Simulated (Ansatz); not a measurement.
Consider the hydrogenolysis of the Si–F bond: `O[SiH](O)C[SiH](F)F` + H₂ → `O[SiH](O)C[SiH2]F` + H–F.

Gas-phase electronic energies from Ansatz, PBE0-D4/def2-TZVP geometries. CBS: MP2 limit from def2 TZ/QZ plus the TZ coupled-cluster correction, frozen cores. This one scheme is used for every species. DFT in def2-TZVPP. B3LYP here is the variant with VWN-RPA as its local correlation; programs differ in this. Each species was taken in one conformer, which may not be the lowest.

```json
{"level": "PBE-D4", "ΔE (kJ/mol)": "129.6", "difference from CCSD(T)/CBS": "-3.8"}
{"level": "ωB97X-V", "ΔE (kJ/mol)": "135.1", "difference from CCSD(T)/CBS": "1.7"}
{"level": "ωB97M-V", "ΔE (kJ/mol)": "137.6", "difference from CCSD(T)/CBS": "4.2"}
{"level": "B2PLYP", "ΔE (kJ/mol)": "135.9", "difference from CCSD(T)/CBS": "2.5"}
{"level": "PBE", "ΔE (kJ/mol)": "127.3", "difference from CCSD(T)/CBS": "-6.1"}
{"level": "r2SCAN", "ΔE (kJ/mol)": "142.8", "difference from CCSD(T)/CBS": "9.4"}
{"level": "PBE0", "ΔE (kJ/mol)": "126.1", "difference from CCSD(T)/CBS": "-7.3"}
{"level": "B3LYP", "ΔE (kJ/mol)": "133.4", "difference from CCSD(T)/CBS": "0.0"}
{"level": "HF/def2-TZVPP", "ΔE (kJ/mol)": "131.5", "difference from CCSD(T)/CBS": "-1.9"}
{"level": "SCS-MP2/def2-TZVPP", "ΔE (kJ/mol)": "134.3", "difference from CCSD(T)/CBS": "0.9"}
{"level": "CCSD/def2-TZVPP", "ΔE (kJ/mol)": "130.5", "difference from CCSD(T)/CBS": "-2.9"}
{"level": "CCSD(T)/def2-TZVPP", "ΔE (kJ/mol)": "132.2", "difference from CCSD(T)/CBS": "-1.2"}
{"level": "HF/def2-QZVPP", "ΔE (kJ/mol)": "133.5", "difference from CCSD(T)/CBS": "0.1"}
{"level": "MP2/def2-QZVPP", "ΔE (kJ/mol)": "137.1", "difference from CCSD(T)/CBS": "3.7"}
{"level": "SCS-MP2/def2-QZVPP", "ΔE (kJ/mol)": "135.6", "difference from CCSD(T)/CBS": "2.2"}
{"level": "MP2/CBS(def2)", "ΔE (kJ/mol)": "136.9", "difference from CCSD(T)/CBS": "3.5"}
{"level": "CCSD(T)/CBS", "ΔE (kJ/mol)": "133.4", "difference from CCSD(T)/CBS": "0"}
```

Largest T1 diagnostic among the species: 0.012.

The D4 term adds +3.5 kJ/mol with B3LYP and +1.9 kJ/mol with PBE0; it sums over pairs of atoms, weighted by their polarisabilities, and B3LYP, whose exchange is more repulsive, gets the larger term.
